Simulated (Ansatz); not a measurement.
Total energies of C₂H₅BOSe (`BC(=[Se])CO`).

| atom | x (Å) | y (Å) | z (Å) |
| --- | --- | --- | --- |
| B1 | 0.718 | -0.892 | -1.332 |
| C2 | -0.011 | -0.044 | -0.300 |
| Se3 | -1.262 | 0.356 | -1.505 |
| C4 | 0.035 | 0.363 | 1.104 |
| O5 | -0.972 | 1.210 | 1.550 |
| H6 | 1.585 | -0.397 | -1.990 |
| H7 | 0.508 | -2.069 | -1.374 |
| H8 | 1.015 | 0.835 | 1.275 |
| H9 | 0.061 | -0.575 | 1.687 |
| H10 | -1.675 | 1.213 | 0.886 |

The species carries charge 0 and has multiplicity 1. Correlated methods include outer-core shells of Se, which these sets cover unevenly. Scalar relativity is left out up to krypton. The geometry is a stationary point of PBE0-D4/def2-TZVP. It is one conformer, not always the lowest. Basis def2-TZVPP, the Gaussian-basis code of Ansatz.

RPA on PBE orbitals: Hartree–Fock energy of these orbitals -2577.98164 Eh, correlation -1.50346 Eh (frozen core).

| functional | energy without D4 (Eh) | D4 term (kJ/mol) |
| --- | --- | --- |
| LDA (SPW92) | -2575.89975 | – |
| PBE | -2580.28805 | -22.0 |
| revPBE | -2580.62280 | -68.2 |
| BLYP | -2580.84663 | -49.0 |
| r2SCAN | -2580.75972 | -5.2 |
| B97M-V | -2580.42192 | – |
| PBE0 | -2580.37455 | -18.6 |
| B3LYP | -2580.91444 | -35.8 |
| r2SCANh | -2580.74613 | -5.6 |
| r2SCAN0 | -2580.72730 | -6.2 |
| HSE06 (plane-wave form) | -2580.36813 | -17.3 |
| BHLYP | -2580.75175 | -27.4 |
| CAM-B3LYP | -2580.90191 | -18.8 |
| LC-ωPBE | -2580.41132 | – |
| ωB97X-V | -2580.59011 | – |
| ωB97M-V | -2580.65890 | – |
| B2PLYP | -2580.34499 | – |
| PBE-QIDH | -2580.02781 | – |

B3LYP takes the VWN-RPA correlation (the form of Gaussian; ORCA's B3LYP/G). HSE06 is the plane-wave form, built on full-range PBE exchange. The double hybrids freeze the cores in their second-order part.

LC-ωPBE has ω = 0.4 bohr⁻¹.
